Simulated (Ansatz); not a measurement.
A nudged elastic band was laid between two geometries of ClH + F3HOTi (8 atoms, charge 0, multiplicity 1).

Level of theory: RHF/def2-SVP (Ansatz 0.2.0).

```json
{
 "movable images": "7",
 "climbing image": "yes",
 "spring": "5.0 eV/Å²",
 "optimiser": "quadratic models (default)",
 "start path": "through a guess of the saddle point",
 "force threshold": "0.05 eV/Å",
 "iteration limit": "60",
 "end points": "relaxed"
}
```

First end point:

```xyz
8
Properties=species:S:1:pos:R:3
Ti -0.193 0.126 -0.024
O -0.292 0.030 1.721
H -0.742 0.390 2.471
F 1.433 0.397 -0.543
F -1.135 1.486 -0.522
F -0.881 -1.271 -0.776
Cl 1.735 -2.662 1.309
H 1.286 -1.995 2.297
```

Last end point:

```xyz
8
Properties=species:S:1:pos:R:3
Ti 0.367 -0.316 -0.090
O -0.483 -0.670 1.984
H -0.804 0.086 2.459
F 1.053 0.077 -1.614
F -0.014 1.296 0.436
F -0.968 -1.271 -0.605
Cl 2.111 -1.447 0.771
H -0.050 -1.255 2.591
```

Which bonds break or form, and what moves?

Bonds broken: Cl7–H8. Bonds formed: Ti1–Cl7, O2–H8. ClH + F3HOTi becomes ClF3H2OTi.

Give the energies along the band, and the barrier.

It converged. The highest image is number 3 of 0 to 8, 0.74 eV above the first end and 1.31 eV above the last; the last end lies 0.58 eV below the first. A vibrational analysis at the climbing image gives one clearly imaginary mode, 1395i cm⁻¹: a first-order saddle point. The orbitals stay closed-shell, which can raise the energy where a bond breaks towards radicals; this wasn't checked here.

| image | path coordinate (Å) | energy (eV) | Cl7–H8 (Å) | Ti1–Cl7 (Å) | O2–H8 (Å) |
| --- | --- | --- | --- | --- | --- |
| 0 | 0.00 | 0.00 | 1.27 | 3.64 | 2.63 |
| 1 | 0.50 | 0.03 | 1.28 | 3.38 | 2.15 |
| 2 | 1.00 | 0.26 | 1.30 | 3.00 | 1.74 |
| 3 | 1.50 | 0.74 | 1.50 | 2.72 | 1.25 |
| 4 | 2.07 | -0.07 | 2.05 | 2.45 | 0.97 |
| 5 | 2.64 | -0.36 | 2.55 | 2.31 | 0.95 |
| 6 | 3.21 | -0.42 | 2.65 | 2.30 | 0.95 |
| 7 | 3.78 | -0.51 | 2.70 | 2.27 | 0.95 |
| 8 | 4.36 | -0.58 | 2.83 | 2.25 | 0.95 |

What is the geometry of the highest image?


```xyz
8
Properties=species:S:1:pos:R:3
Ti 0.048 -0.209 0.015
O -0.097 -0.253 1.911
H -0.548 0.280 2.554
F 1.498 0.347 -0.713
F -0.959 1.174 -0.144
F -0.814 -1.364 -0.915
Cl 1.441 -2.219 1.201
H 0.642 -1.255 2.023
```

What are the harmonic wavenumbers there?

1395i, 82, 153, 179, 194, 237, 242, 276, 324, 530, 677, 788, 841, 873, 895, 930, 1621, 4151 cm⁻¹.

The band took 13 iterations and about 2.9 core-minutes.

Run time: 94 s on 2 threads of AMD EPYC 9R45 96-Core Processor (Zen 5), on a shared host, peak memory 0.31 GiB.
